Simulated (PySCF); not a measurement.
Species: C2H8NPSi (charge +1 and doublet state).
Z-matrix (Å and degrees, GFN2-xTB geometry), rows numbered from 1:
```
C 
N   1  1.3889
C   2  1.2187  1  139.44
Si  3  1.9995  2  126.42  1    -4.75
P   4  2.2524  3   96.65  2    73.38
H   1  1.0923  2  108.32  3   120.08
H   1  1.0965  2  113.36  3    -2.24
H   1  1.0931  2  108.28  3  -123.69
H   3  1.0816  2  120.01  1   179.09
H   4  1.4623  3  103.35  2  -157.71
H   4  1.4623  3  105.75  2   -39.90
H   5  1.3903  4   96.08  3   144.62
H   5  1.3949  4   99.14  3    49.72
```

The hyperfine couplings belong to this conformer and change with its torsions.

As a line formula: `C/N=C\[SiH2][PH2+]` [radical] (charge +1).

Method used: UKS B3LYP, pcH-1 on C H N P Si, non-relativistic, mean-field spin-orbit, GIAO in PySCF. Geometry: GFN2-xTB, one conformer, isolated ion. A GFN2-xTB geometry isn't a minimum of the functional, and hyperfine couplings can be far from their values at a DFT geometry, by a factor of two or more for some ions and for spin on atoms past the first row. No stability test was run, so a lower SCF solution isn't excluded.

(1) Predict the first-order ENDOR lines of C3, C1, N2, H6/H7/H8, H12/H13, H10/H11, Si4 and P5 under fast tumbling at B = 334.3 mT (X band).

(2) Which pairs are centred on the nuclear Larmor frequency, and which on half the coupling?

(3) At what field would the lower line of H6/H7/H8 fall to zero frequency?

Results:

(1) For S = 1/2 in fast tumbling each set of equivalent nuclei gives two lines, ν± = |νn ± a/2| to first order, with νn = g_N μN B/h and μN/h = 7.62259 MHz/T.

```json
{"nuclei": "C3", "isotope": "13C", "g_N": "1.4048", "νn (MHz)": "3.58", "a_iso (MHz)": "-57.11", "lower line (MHz)": "24.97", "upper line (MHz)": "32.13"}
{"nuclei": "C1", "isotope": "13C", "g_N": "1.4048", "νn (MHz)": "3.58", "a_iso (MHz)": "11.73", "lower line (MHz)": "2.28", "upper line (MHz)": "9.44"}
{"nuclei": "N2", "isotope": "14N", "g_N": "0.4038", "νn (MHz)": "1.03", "a_iso (MHz)": "74.19", "lower line (MHz)": "36.06", "upper line (MHz)": "38.12"}
{"nuclei": "H6/H7/H8", "isotope": "1H", "g_N": "5.5857", "νn (MHz)": "14.23", "a_iso (MHz)": "69.92", "lower line (MHz)": "20.73", "upper line (MHz)": "49.19"}
{"nuclei": "H12/H13", "isotope": "1H", "g_N": "5.5857", "νn (MHz)": "14.23", "a_iso (MHz)": "9.21", "lower line (MHz)": "9.63", "upper line (MHz)": "18.84"}
{"nuclei": "H10/H11", "isotope": "1H", "g_N": "5.5857", "νn (MHz)": "14.23", "a_iso (MHz)": "2.34", "lower line (MHz)": "13.06", "upper line (MHz)": "15.41"}
{"nuclei": "Si4", "isotope": "29Si", "g_N": "-1.1106", "νn (MHz)": "2.83", "a_iso (MHz)": "-10.75", "lower line (MHz)": "2.54", "upper line (MHz)": "8.20"}
{"nuclei": "P5", "isotope": "31P", "g_N": "2.2632", "νn (MHz)": "5.77", "a_iso (MHz)": "-4.40", "lower line (MHz)": "3.57", "upper line (MHz)": "7.97"}
```

The rows for 13C and 29Si, of low natural abundance, apply to labelled samples.

(2) Centred on νn, since |a| < 2νn: H12/H13, H10/H11 and P5. Centred on |a|/2 and split by 2νn: C3, C1, N2, H6/H7/H8 and Si4.

(3) Where νn = |a|/2, that is B = 34.96 MHz/(5.5857 × 7.62259 MHz/T) = 821 mT, as far as first order holds there.

Couplings of abundant isotopes left out: H9 (225.4 MHz).

Class means assume fast exchange of nuclei equivalent by connectivity; if that motion is slow, each nucleus keeps its own coupling. The three 1H nuclei of mean +69.9 MHz run from 12.4 to 158.1 MHz in the frozen geometry. The 1H value of +9.2 MHz is a mean of couplings from 6.1 to 12.4 MHz in this one geometry, not an average over conformers.

The SMILES draws the unpaired electron on P5; the largest computed Mulliken spin population is on N2 (0.65 against 0.03).
